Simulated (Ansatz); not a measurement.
SiMe(OAc)3 (C7H12O6Si): single points at one geometry.

```yaml
crystal:
  periodic: [false, false, false]
  atoms:
    - {symbol: Si, position_ang: [0.219753, -0.192764, 0.688153]}
    - {symbol: C, position_ang: [0.186262, -0.483865, 2.511025]}
    - {symbol: H, position_ang: [0.810829, -1.359907, 2.776054]}
    - {symbol: H, position_ang: [-0.857406, -0.674479, 2.828433]}
    - {symbol: H, position_ang: [0.579618, 0.409896, 3.031577]}
    - {symbol: O, position_ang: [1.786959, 0.029094, 0.035151]}
    - {symbol: C, position_ang: [2.569890, 1.052189, 0.482661]}
    - {symbol: C, position_ang: [3.869658, 1.136926, -0.273990]}
    - {symbol: O, position_ang: [2.224760, 1.791761, 1.385258]}
    - {symbol: H, position_ang: [4.500305, 1.938794, 0.146527]}
    - {symbol: H, position_ang: [3.660624, 1.339155, -1.343776]}
    - {symbol: H, position_ang: [4.398499, 0.164314, -0.230351]}
    - {symbol: O, position_ang: [-0.633132, 1.182877, 0.147343]}
    - {symbol: C, position_ang: [-1.994590, 1.140062, 0.152661]}
    - {symbol: C, position_ang: [-2.599302, 2.275382, -0.623638]}
    - {symbol: O, position_ang: [-2.607595, 0.244819, 0.708367]}
    - {symbol: H, position_ang: [-3.688882, 2.316529, -0.454357]}
    - {symbol: H, position_ang: [-2.394570, 2.093079, -1.698940]}
    - {symbol: H, position_ang: [-2.117686, 3.235249, -0.355856]}
    - {symbol: O, position_ang: [-0.299343, -1.620919, -0.070947]}
    - {symbol: C, position_ang: [-0.866987, -1.716913, -1.311434]}
    - {symbol: C, position_ang: [-1.347477, -3.119636, -1.580197]}
    - {symbol: O, position_ang: [-0.976774, -0.773967, -2.067323]}
    - {symbol: H, position_ang: [-1.679398, -3.211649, -2.628546]}
    - {symbol: H, position_ang: [-2.194269, -3.342515, -0.899378]}
    - {symbol: H, position_ang: [-0.549758, -3.853490, -1.354467]}
basis:
  gaussian: {orbitals: def2-SVP, initial_orbitals: start.molden}
hamiltonian: {xc: pbe0, dispersion: d4}
scf: {omitted_lower_state_checks: [starts]}
output: {orbitals: {seedname: orbitals}}
```

The file start.molden holds the orbitals of an earlier run on this structure, at another level or in another basis.

```sh
$ ansatz run in.yaml --threads 4 --pin off --events-out ev --progress --plain --max-ram 6963MiB
```

Shortened log:

```
Functional definition: PBE0
2856 factors; their error is unknown
mean field evaluation 1: about -27577.3545 eV, gradient 1.4e1 eV
mean field evaluation 2: about -27577.7593 eV, gradient 2.9e-1 eV
mean field evaluation 4: about -27577.8134 eV, gradient 5.3e-4 eV
mean field -27577.81342558 eV, -1013.4659504766 hartree, gradient 2.6e-5 eV, S^2 0.000000; 0 other end points of the search recorded, 0 dependent functions left out
reference -27577.81347169 eV, -1013.4659521714 hartree; 58, 58 occupied and 202, 202 virtual orbitals, 2856 factors
Total energy: -27578.46180578 eV, -1013.4897780097 hartree
Checks for a lower state left out: starts
```

Hardware: 4 threads of Arm Neoverse V1 on a shared host. Wall time 13 s, peak host memory 1.6 GiB.

First input, but with `hamiltonian: {xc: pbe}`, `correlation: {method: rpa}` and without the key `output` (abridged; 17 s):

```
Functional definition: PBE
mean field -27576.47122553 eV, -1013.4166255348 hartree, gradient 1.6e-6 eV, S^2 0.000000
18 core orbitals not correlated: weight in the atoms' cores, before any rotation towards them, 1.000 or more for the frozen orbitals, at most 0.000 for the correlated occupied ones
Total energy: -27562.31158023 eV, -1012.8962681677 hartree
Checks for a lower state left out: starts
```

The first input with `gaussian: {orbitals: def2-TZVP, initial_orbitals: start.molden}`, `hamiltonian: {xc: pbe, dispersion: d4}` (abridged; 14 s):

```
Functional definition: PBE
mean field -27602.13939967 eV, -1014.3599135360 hartree, gradient 1.5e-5 eV, S^2 0.000000
Total energy: -27602.88993877 eV, -1014.3874953389 hartree
Checks for a lower state left out: starts
```

The first input with `gaussian: {orbitals: 6-31G}`, `hamiltonian: {xc: hf}` (abridged; 2.8 s):

```
Functional definition: HF
mean field -27482.99137306 eV, -1009.9813043194 hartree, gradient 2.2e-5 eV, S^2 0.000000
Total energy: -27482.99137306 eV, -1009.9813043194 hartree
Checks for a lower state left out: starts
```

The first input with `gaussian: {orbitals: 6-31G}`, `hamiltonian: {xc: {name: B3LYP}, dispersion: d4}` (abridged; 6 s):

```
Functional definition: B3LYP
mean field evaluation 16: about -27611.7232 eV, gradient 1.1e-3 eV
mean field -27611.72319032 eV, -1014.7121113460 hartree, gradient 5.4e-5 eV, S^2 0.000000
Total energy: -27612.90283253 eV, -1014.7554623979 hartree
Checks for a lower state left out: starts
```

Geometry: PBE-D4/def2-SVP.

B3LYP takes the VWN-RPA correlation. Correlated methods freeze 18 core orbitals.
